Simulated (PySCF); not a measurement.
## Lu(60+): ionisation energy

Lu(60+) [Ne] 3s1 (2S) → Lu(61+) [Ne] (1S), as a difference of total energies. Computed with PySCF 2.14 in an even-tempered Gaussian basis (17 s from 16 bohr⁻², ratio 2.5; 12 p from 21 bohr⁻², ratio 2.5; 4 d from 77 bohr⁻², ratio 2.7; 4 f from 110 bohr⁻², ratio 2.7), with scalar relativity by spin-free X2C-1e. Correlated levels: outer shells: 1s2 frozen; virtual orbitals above 40 to 60 times the deepest correlated orbital energy dropped. The calculations carry no spin-orbit coupling.

```json
{"method": "UHF", "ionisation energy (eV)": "6455.9"}
{"method": "LDA", "ionisation energy (eV)": "6459.4"}
{"method": "PBE", "ionisation energy (eV)": "6464.5"}
{"method": "PBE0", "ionisation energy (eV)": "6462.5"}
{"method": "r2SCAN", "ionisation energy (eV)": "6454.8"}
{"method": "M06-2X", "ionisation energy (eV)": "6459.9"}
{"method": "BLYP", "ionisation energy (eV)": "6464.6"}
{"method": "MP2 (outer shells)", "ionisation energy (eV)": "6456.7"}
{"method": "SCS-MP2 (outer shells)", "ionisation energy (eV)": "6456.6"}
```

Breit and QED terms and the two-electron picture change are absent.

For comparison: 6452 ± 10 eV (theoretical estimate listed by NIST; NIST Atomic Spectra Database, ionization energies).
